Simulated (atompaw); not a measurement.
# What one change does to a pseudopotential (mercury, PAW (atompaw))

- Element: Hg
- Generator: atompaw 4.2.0.5
- Type: PAW
- Functional: PBE
- Relativity: scalar-relativistic
- Frozen core: [Xe] 4f14
- Valence charge: 12
- Reference configuration: 5d10 6s1 6p1
- Partial waves: 6s (bound): rc 2.20 bohr; 6s channel at 0.05 Ry: rc 2.20 bohr; 6p (bound): rc 3.00 bohr; 6p channel at 1.4 Ry: rc 3.00 bohr; 5d (bound): rc 3.00 bohr; 5d channel at 1.8 Ry: rc 1.95 bohr
- Local potential: ultrasoft scheme with l = 3 at 0 Ry, radius 2.45 bohr
- Core correction: smooth core density matched at 2.65 bohr
- Augmentation charge: sinc compensation charge, radius 2.20 bohr; PAW radius 3.00 bohr; waves and projectors: custom rrkj vanderbiltortho

All-electron outer shells of the reference configuration (PBE, scalar-relativistic, ld1.x):

```tsv
shell	level (eV)	outermost node (bohr)	outermost maximum (bohr)
4f	-98.13	–	0.37
5p	-68.79	0.51	0.93
5d	-12.03	0.55	1.17
6s	-8.39	1.08	2.18
6p	-2.08	1.27	3.14
```

Change: all radii scaled by about 1.29 (s 2.82, p 3.86, d 3.86 bohr); local potential ultrasoft scheme with l = 3 at 0 Ry, radius 3.14 bohr; augmentation sinc compensation charge, radius 2.82 bohr; PAW radius 3.86 bohr; waves and projectors: custom rrkj vanderbiltortho; core correction smooth core density matched at 3.40 bohr.

Cutoffs: the cutoffs (Ry, on a coarse ladder) from which the occupation-weighted sum of valence levels, in a spherical-Bessel basis at the reference potential, stays within 10 and 1 mRy of its value at 400 Ry; they do not see the model core or the augmentation charge, which bear on the density cutoff.

Question: What does the change do?

Answer: The potential gets softer (12 Ry and 18 Ry → 8 Ry and 8 Ry); neither file shows a bound ghost. A larger radius leaves more room for a smooth pseudo-wave, so fewer plane waves are needed.

```csv
quantity,base,changed
"cutoff, loose",12 Ry,8 Ry
"cutoff, tight",18 Ry,8 Ry
loose cutoff by channel (10 mRy a level),"s 6 Ry, p 6 Ry, d 8 Ry","s 6 Ry, p 6 Ry, d 6 Ry"
bound ghosts,none,none
lowest overlap eigenvalue by channel,"s 0.41, p 0.50, d 0.36","s 0.35, p 0.36, d 1.00"
```

 The cutoffs see the waves, projectors and local potential, not the compensation charge or the core.
